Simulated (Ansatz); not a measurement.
In(PF3)H3 (InPH3F3). Charge 0, multiplicity 1. Geometry r2SCAN-D4/def2-SVP.

Cartesian coordinates in Å:
```
F 1.7189 0.8445 1.4075
F 2.2250 -0.7214 -0.3575
F 0.9986 -1.4512 1.5881
In -1.4361 0.3857 -0.7666
P 0.9922 -0.2643 0.5331
H -1.5590 -1.1887 -1.4773
H -0.6965 1.6747 -1.6549
H -2.2432 0.7207 0.7275
```

In the def2 sets In takes a core potential, while STO-3G treats all electrons; there is no spin–orbit coupling. LC-ωPBE has ω = 0.4 bohr⁻¹. Another isomer (singlet) lies 0.49 eV lower at PBE0-D4/def2-TZVP; other spin states weren't run for this one.

Q: Estimate the orbital energies around the gap (eV) in Ansatz with HF/STO-3G, PBE-D4/def2-TZVP, r2SCAN-D4/def2-TZVP, PBE0-D4/def2-TZVP, LC-ωPBE/def2-TZVP.

A: 
```json
{"orbital": "HOMO−5", "HF/STO-3G": "-13.35", "PBE-D4/def2-TZVP": "-11.43", "r2SCAN-D4/def2-TZVP": "-12.02", "PBE0-D4/def2-TZVP": "-13.61", "LC-ωPBE/def2-TZVP": "-16.51"}
{"orbital": "HOMO−4", "HF/STO-3G": "-13.35", "PBE-D4/def2-TZVP": "-11.05", "r2SCAN-D4/def2-TZVP": "-11.64", "PBE0-D4/def2-TZVP": "-13.23", "LC-ωPBE/def2-TZVP": "-16.09"}
{"orbital": "HOMO−3", "HF/STO-3G": "-12.33", "PBE-D4/def2-TZVP": "-10.95", "r2SCAN-D4/def2-TZVP": "-11.34", "PBE0-D4/def2-TZVP": "-12.53", "LC-ωPBE/def2-TZVP": "-15.77"}
{"orbital": "HOMO−2", "HF/STO-3G": "-9.33", "PBE-D4/def2-TZVP": "-8.51", "r2SCAN-D4/def2-TZVP": "-8.83", "PBE0-D4/def2-TZVP": "-9.87", "LC-ωPBE/def2-TZVP": "-12.56"}
{"orbital": "HOMO−1", "HF/STO-3G": "-8.28", "PBE-D4/def2-TZVP": "-7.00", "r2SCAN-D4/def2-TZVP": "-7.29", "PBE0-D4/def2-TZVP": "-8.18", "LC-ωPBE/def2-TZVP": "-10.88"}
{"orbital": "HOMO", "HF/STO-3G": "-8.28", "PBE-D4/def2-TZVP": "-6.99", "r2SCAN-D4/def2-TZVP": "-7.28", "PBE0-D4/def2-TZVP": "-8.18", "LC-ωPBE/def2-TZVP": "-10.88"}
{"orbital": "LUMO", "HF/STO-3G": "7.73", "PBE-D4/def2-TZVP": "-2.10", "r2SCAN-D4/def2-TZVP": "-1.90", "PBE0-D4/def2-TZVP": "-1.19", "LC-ωPBE/def2-TZVP": "1.02"}
{"orbital": "LUMO+1", "HF/STO-3G": "9.95", "PBE-D4/def2-TZVP": "-2.10", "r2SCAN-D4/def2-TZVP": "-1.90", "PBE0-D4/def2-TZVP": "-1.19", "LC-ωPBE/def2-TZVP": "1.14"}
{"orbital": "LUMO+2", "HF/STO-3G": "9.96", "PBE-D4/def2-TZVP": "-1.59", "r2SCAN-D4/def2-TZVP": "-1.23", "PBE0-D4/def2-TZVP": "-0.85", "LC-ωPBE/def2-TZVP": "1.14"}
{"orbital": "LUMO+3", "HF/STO-3G": "11.91", "PBE-D4/def2-TZVP": "-0.37", "r2SCAN-D4/def2-TZVP": "0.02", "PBE0-D4/def2-TZVP": "0.60", "LC-ωPBE/def2-TZVP": "2.62"}
{"orbital": "LUMO+4", "HF/STO-3G": "13.98", "PBE-D4/def2-TZVP": "0.82", "r2SCAN-D4/def2-TZVP": "1.52", "PBE0-D4/def2-TZVP": "1.37", "LC-ωPBE/def2-TZVP": "2.62"}
{"orbital": "LUMO+5", "HF/STO-3G": "15.96", "PBE-D4/def2-TZVP": "0.87", "r2SCAN-D4/def2-TZVP": "1.62", "PBE0-D4/def2-TZVP": "1.37", "LC-ωPBE/def2-TZVP": "2.83"}
```
